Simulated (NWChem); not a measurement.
# SeO, triplet; SMILES O=[Se]

```xyz
2

O      0.0000     0.0000    -1.3174
Se     0.0000     0.0000     0.3245
```
Atoms are numbered in this order, from 1.

All runs: NWChem. Spin-unrestricted. Geometry: optimised at PBE0/def2-SVP, spin-unrestricted. No stability test was run on the SCF state. Vzz is the largest principal value of the second derivative of the potential at the nucleus (NWChem prints the opposite sign); η is the asymmetry. Non-relativistic.

Question: Predict the results for CAM-B3LYP/def2-SVP. Quantities: Vzz O1 (a.u.); η O1; Vzz Se2 (a.u.); η Se2.

Answer: 
```yaml
Vzz O1 (a.u.): 0.703
"η O1": 0.00
Vzz Se2 (a.u.): 2.802
"η Se2": 0.00
```
